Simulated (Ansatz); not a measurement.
`[OH][GeH2][GeH3]` + H₂S → `[SH][GeH3]` + `[OH][GeH3]`  (cleavage of the Ge–Ge bond)

Gas-phase electronic energies from Ansatz, PBE0-D4/def2-TZVP geometries. CCSD(T)/CBS adds triple-zeta CCSD(T) − MP2 to the extrapolated MP2 energy (def2 sets, frozen cores). This one scheme is used for every species. DFT in def2-TZVPP. B3LYP here is the variant with VWN-RPA as its local correlation; programs differ in this. HSE06 is defined as in plane-wave codes. For Ge outer-core shells are correlated without core-valence functions, which leaves a few kJ/mol of doubt a bond. Scalar relativity is left out up to krypton. One conformer a species, not always the lowest.

`[OH][GeH2][GeH3]`:

Z-matrix (Å, degrees):
```
Ge
Ge 1 2.430
O 1 1.789 2 110.1
H 1 1.535 2 112.5 3 115.1
H 1 1.545 2 110.9 3 -121.1
H 2 1.538 1 110.5 3 176.8
H 2 1.539 1 109.7 3 57.4
H 2 1.536 1 110.6 3 -62.5
H 3 0.960 1 112.4 2 -65.4
```

H₂S:

```xyz
3

S     0.546    0.136    0.260
H    -0.180    0.692   -0.721
H    -0.365   -0.828    0.461
```

`[SH][GeH3]`:

Z-matrix (Å, degrees):
```
Ge
S 1 2.224
H 1 1.536 2 110.4
H 1 1.533 2 104.8 3 119.2
H 1 1.536 2 110.4 3 -121.7
H 2 1.343 1 94.6 3 60.6
```

`[OH][GeH3]`:

Cartesian coordinates in Å:
```
O 0.003 -0.224 -1.354
Ge 0.157 -0.020 0.411
H -0.801 0.167 -1.702
H 1.484 -0.703 0.755
H -1.028 -0.699 1.124
H 0.186 1.479 0.766
```

Problem. Is it downhill or uphill in electronic energy at CCSD(T)/CBS, and by how much? (Best estimate.)

Solution. Computed: Downhill: ΔE = -0.14 eV.

Problem. What do these levels give: PBE-D4, B97M-V, B3LYP-D4, CAM-B3LYP-D4, B2PLYP, PBE, HSE06, LC-ωPBE, HF/def2-SVP, CCSD/def2-SVP, SCS-MP2/def2-TZVPP, HF/CBS(def2)? (Estimate.)

Solution. Computed: PBE-D4 -0.09, B97M-V -0.23, B3LYP-D4 -0.13, CAM-B3LYP-D4 -0.15, B2PLYP -0.17, PBE -0.10, HSE06 -0.14, LC-ωPBE -0.17, HF/def2-SVP -0.30, CCSD/def2-SVP -0.18, SCS-MP2/def2-TZVPP -0.21, HF/CBS(def2) -0.30 eV.

Largest T1 diagnostic among the species: 0.012.

At CCSD(T), def2-SVP lies −0.04 eV from the extrapolated value and def2-TZVPP −0.01 eV. From BLYP to BHLYP (50 % exact exchange), in def2-TZVPP and without D4, ΔE moves by −0.08 eV. In def2-TZVPP, CCSD(T) changes the Hartree–Fock value by +0.15 eV (the triples alone add +0.00 eV) and MP2 by +0.11 eV.
